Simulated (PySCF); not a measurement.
PySCF 2.14 output of an unrestricted B3LYP calculation on a single atom or ion in aug-cc-pVQZ (6s5p4d3f2g, 80 functions), with no relativity, point nucleus:

```
SCF conv_tol = 1e-09
number electrons alpha = 6  beta = 3
    P. J. Stephens, F. J. Devlin, C. F. Chabalowski, and M. J. Frisch.,  J. Phys. Chem. 98, 11623 (1994)
cycle= 1 E= -125.852889953251  delta_E= -0.00518  |g|= 0.0183  |ddm|= 0.249
cycle= 2 E= -125.852917046087  delta_E= -2.71e-05  |g|= 0.00706  |ddm|= 0.025
cycle= 3 E= -125.852924598522  delta_E= -7.55e-06  |g|= 0.00118  |ddm|= 0.00878
cycle= 4 E= -125.852924867235  delta_E= -2.69e-07  |g|= 9.28e-05  |ddm|= 0.00154
cycle= 5 E= -125.852924868274  delta_E= -1.04e-09  |g|= 9.05e-06  |ddm|= 0.000177
cycle= 6 E= -125.852924868252  delta_E= 2.18e-11  |g|= 1.02e-06  |ddm|= 3.8e-05
converged SCF energy = -125.852924868252  <S^2> = 3.7512221  2S+1 = 4.000611
```

The run itself started from symmetry-adapted Hartree-Fock orbitals and held the occupation by maximum overlap, on a logarithmic radial grid, so the iterations belong to that start.

Task: Which element, charge and spin multiplicity is this?

Result: Ne⁺ (neon, charge +1), multiplicity 4; the state was [He] 2s1 2p5 3d1, one real determinant (an excited configuration).

⟨L²⟩ = 8.00 against 12 for a pure F term, so this real determinant mixes terms. The outer electron is Rydberg-like, and this basis confines it to a smaller radius and binds it less than a complete one would. At B3LYP the highest occupied level has a positive energy, so only the finite basis holds that electron; for this excited configuration the basis is too tight for the outer shell.
